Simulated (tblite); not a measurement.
C₇H₈BCl.
Numbering: `[CH:1]#[C:2][C@@:3]1([BH:4][Cl:5])[C@@H:6]2[C@@H:7]([CH3:8])[C@H:9]12` (hydrogens: H10 on C1; H11 on B4; H12 on C6; H13 on C7; H14, H15, H16 on C8; H17 on C9)

Computed with GFN2-xTB (tblite), gas phase: L-BFGS steps from a force-field or distance-geometry start until the largest atomic force falls under 0.01 eV/Å.

Step 104: E = -673.0592 eV
```
atom  x, y, z in Å  |  force x, y, z in eV/Å
C1     -2.7484    1.2830   -1.4994   -0.031  -0.007  -0.013
C2     -1.9630    0.8130   -0.7274   -0.013   0.009   0.032
C3     -1.0078    0.2180    0.1754    0.006   0.006  -0.003
B4     -1.5180   -0.0553    1.6311   -0.016  -0.039   0.026
Cl5    -2.9118    0.7451    2.1784    0.010  -0.016  -0.036
C6      0.0170   -0.6368   -0.5693    0.014   0.018   0.003
C7      1.1659   -0.5086    0.3829   -0.013   0.004   0.014
C8      2.5589   -0.7373   -0.1537   -0.014   0.031   0.036
C9      0.4218    0.6973   -0.1007    0.019   0.010  -0.012
H10    -3.4480    1.6863   -2.1688    0.000   0.025   0.009
H11    -0.9950   -0.7907    2.3820    0.005   0.034  -0.037
H12    -0.0791   -1.1008   -1.5284    0.001   0.003   0.028
H13     1.0305   -0.8269    1.4100    0.033  -0.024   0.006
H14     2.6486   -0.3342   -1.1591    0.002  -0.021  -0.030
H15     2.7792   -1.8022   -0.1837    0.042   0.001   0.012
H16     3.2969   -0.2452    0.4784   -0.023  -0.048   0.003
H17     0.7452    1.6072   -0.5576   -0.022   0.016  -0.038
```

Step 105: E = -673.0598 eV
```
atom  x, y, z in Å  |  force x, y, z in eV/Å
C1     -2.7460    1.2843   -1.5015    0.078  -0.064   0.091
C2     -1.9631    0.8142   -0.7256   -0.101   0.065  -0.073
C3     -1.0097    0.2182    0.1765    0.036   0.009   0.026
B4     -1.5180   -0.0536    1.6317   -0.024  -0.051   0.022
Cl5    -2.9203    0.7324    2.1762    0.003  -0.008  -0.030
C6      0.0158   -0.6355   -0.5672    0.025   0.000   0.006
C7      1.1658   -0.5094    0.3845   -0.011   0.005   0.005
C8      2.5580   -0.7385   -0.1551   -0.002   0.041   0.026
C9      0.4216    0.6975   -0.0965    0.007   0.019  -0.029
H10    -3.4409    1.6905   -2.1716   -0.039   0.042  -0.023
H11    -0.9869   -0.7827    2.3815    0.011   0.022  -0.008
H12    -0.0808   -1.0975   -1.5270    0.005  -0.001   0.022
H13     1.0333   -0.8300    1.4115    0.028  -0.017  -0.004
H14     2.6434   -0.3427   -1.1648   -0.001  -0.034  -0.005
H15     2.7819   -1.8031   -0.1763    0.034   0.008   0.005
H16     3.2981   -0.2397    0.4701   -0.039  -0.049  -0.002
H17     0.7408    1.6076   -0.5563   -0.008   0.014  -0.029
```

Step 106: E = -673.0603 eV
```
atom  x, y, z in Å  |  force x, y, z in eV/Å
C1     -2.7408    1.2849   -1.5041   -0.106   0.057  -0.093
C2     -1.9642    0.8157   -0.7246    0.085  -0.045   0.095
C3     -1.0122    0.2182    0.1792    0.033   0.027   0.022
B4     -1.5190   -0.0528    1.6338   -0.011  -0.064   0.028
Cl5    -2.9333    0.7155    2.1723    0.007  -0.014  -0.022
C6      0.0140   -0.6339   -0.5639    0.028  -0.019   0.006
C7      1.1655   -0.5103    0.3864   -0.002   0.016  -0.007
C8      2.5564   -0.7392   -0.1578    0.001   0.037   0.016
C9      0.4204    0.6981   -0.0914   -0.014   0.015  -0.035
H10    -3.4306    1.6967   -2.1777   -0.020   0.022   0.002
H11    -0.9728   -0.7700    2.3849   -0.013   0.034   0.000
H12    -0.0843   -1.0938   -1.5244    0.010  -0.007   0.014
H13     1.0383   -0.8346    1.4136    0.017   0.001  -0.028
H14     2.6389   -0.3515   -1.1715   -0.010  -0.034   0.017
H15     2.7841   -1.8029   -0.1710    0.023  -0.008  -0.003
H16     3.2989   -0.2368    0.4612   -0.040  -0.027   0.004
H17     0.7337    1.6086   -0.5550    0.011   0.008  -0.015
```

Q: Estimate the geometry and energy of step 107. (The exact step hangs on the optimiser's Hessian estimate; all steps are aligned on step 106, rigid shifts and turns removed.)

A: E = -673.0608 eV, largest force 0.046 eV/Å
```
atom  x, y, z in Å  |  force x, y, z in eV/Å
C1     -2.7408    1.2852   -1.5048   -0.019   0.008  -0.004
C2     -1.9646    0.8163   -0.7232    0.011  -0.001   0.015
C3     -1.0118    0.2189    0.1799    0.026   0.017   0.019
B4     -1.5193   -0.0550    1.6344    0.003  -0.045   0.002
Cl5    -2.9331    0.7134    2.1709   -0.013  -0.008  -0.012
C6      0.0144   -0.6334   -0.5639    0.017  -0.010   0.009
C7      1.1654   -0.5089    0.3865    0.003   0.013  -0.014
C8      2.5556   -0.7389   -0.1579    0.018   0.001   0.002
C9      0.4201    0.6991   -0.0925   -0.009   0.009  -0.018
H10    -3.4303    1.6981   -2.1777   -0.027   0.024  -0.006
H11    -0.9730   -0.7704    2.3860   -0.005   0.019   0.007
H12    -0.0826   -1.0935   -1.5240    0.004  -0.011   0.008
H13     1.0392   -0.8341    1.4133    0.011   0.007  -0.022
H14     2.6380   -0.3552   -1.1736   -0.010  -0.032   0.032
H15     2.7843   -1.8033   -0.1677    0.012   0.016  -0.005
H16     3.2984   -0.2362    0.4599   -0.032  -0.014   0.004
H17     0.7332    1.6097   -0.5557    0.011   0.007  -0.016
```

The energy changes by -0.0005 eV. The first-order estimate −F·Δx gives -0.0007 eV and the mean of the old and new forces, exact on a quadratic surface, -0.0005 eV. The step makes an angle of 70° with the force vector and moves no atom by more than 0.004 Å.

The cost below is that of the whole relaxation. On Intel Xeon at 2.50 GHz, one thread, shared host with 64 logical CPUs at a one-minute load of 63, this took 4.3 s wall, 3.8 s CPU.
